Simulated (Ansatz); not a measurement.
`O[SiH](O)C[SiH2]F` + `C[SiH](Cl)Cl` → `O[SiH](O)C[SiH](Cl)Cl` + `C[SiH2]F`  (formal exchange of groups at the Si–C bond)

Gas-phase electronic energies from Ansatz, PBE0-D4/def2-TZVP geometries. CCSD(T)/CBS adds triple-zeta CCSD(T) − MP2 to the extrapolated MP2 energy (def2 sets, frozen cores). DFT in def2-TZVPP. One conformer a species, not always the lowest.

| level | ΔE (kJ/mol) |
| --- | --- |
| r2SCAN-D4 | 0.8 |
| r2SCAN | 1.7 |
| CCSD(T)/def2-TZVPP | 0.0 |
| HF/def2-QZVPP | 3.6 |

Question: What does CCSD(T)/CBS give? (Estimate.)

Answer: The calculation gave: -0.3 kJ/mol. The listed levels differ from it by 1.1, 2.0, 0.3, 3.9 kJ/mol.

Largest T1 diagnostic among the species: 0.011.

The D4 term adds −3.6 kJ/mol with B3LYP and −2.3 kJ/mol with PBE0; it sums over pairs of atoms, weighted by their polarisabilities, and B3LYP, whose exchange is more repulsive, gets the larger term. In def2-TZVPP, CCSD(T) changes the Hartree–Fock value by −3.6 kJ/mol (the triples alone add −0.8 kJ/mol) and MP2 by −4.7 kJ/mol.

B3LYP here is the variant with VWN-RPA as its local correlation; programs differ in this.
